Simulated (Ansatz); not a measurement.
```yaml
crystal:
  periodic: [false, false, false]
  atoms:
    - {symbol: C, position_ang: [-1.405782, -0.077479, -0.355681]}
    - {symbol: C, position_ang: [-0.080368, -0.185863, -0.155893]}
    - {symbol: N, position_ang: [0.669439, -1.256579, -0.600598]}
    - {symbol: Ga, position_ang: [0.791427, 1.313853, 0.754390]}
    - {symbol: H, position_ang: [-1.989723, -0.857554, -0.842818]}
    - {symbol: H, position_ang: [-1.941256, 0.809583, -0.044226]}
    - {symbol: H, position_ang: [1.545278, -1.432613, -0.140973]}
    - {symbol: H, position_ang: [0.172171, -2.096961, -0.855642]}
    - {symbol: H, position_ang: [2.317126, 1.218416, 1.130048]}
    - {symbol: H, position_ang: [-0.078313, 2.565198, 1.111395]}
basis:
  gaussian: {orbitals: cc-pVTZ-PP}
total_charge: 1
magnetization: {spin_polarized: true, initial_magnetization: 1}
hamiltonian: {xc: {name: wB97X}, pseudopotentials: {relativity: none}}
accuracy: high
```

```sh
$ ansatz run in.yaml --threads 4 --pin off --events-out ev --progress --plain --max-ram 10444MiB
```

How does Ansatz answer? (An estimate is asked.)

The calculation gave: The program refused the input.
```
Functional definition: wB97X
  name "wB97X"
  cite "Chai & Head-Gordon, J. Chem. Phys. 128, 084106 (2008) doi:10.1063/1.2834918"
  cite "Becke, J. Chem. Phys. 107, 8554 (1997) doi:10.1063/1.475007"
  parameter omega = 0.3/bohr
  parameter cx = 0.157706
  parameter cx1 = 0.726479
  parameter cx2 = 1.04760
  parameter cx3 = -5.70635
  parameter cx4 = 13.2794
  parameter css1 = -4.33879
  parameter css2 = 18.2308
  parameter css3 = -31.7430
  parameter css4 = 17.2901
  parameter cos1 = 2.37031
  parameter cos2 = -11.3995
  parameter cos3 = 6.58405
  parameter cos4 = -3.78132
  # The coefficients of nought are those of the uniform gas.
  exchange = spin_sum(e_x_unif_sr(omega)*poly(b97_u_x, 1 - cx, cx1, cx2, cx3, cx4)) + cx*exact_x_sr(omega)
      + exact_x_lr(omega)
  correlation = spin_sum(e_c_pw_same_spin*poly(b97_u_same, 1, css1, css2, css3, css4))
      + integral(e_c_pw_opposite_spin*poly(b97_u_opposite, 1, cos1, cos2, cos3, cos4))
Error: <dir> the basis set cc-pVTZ-PP has no functions for C
```
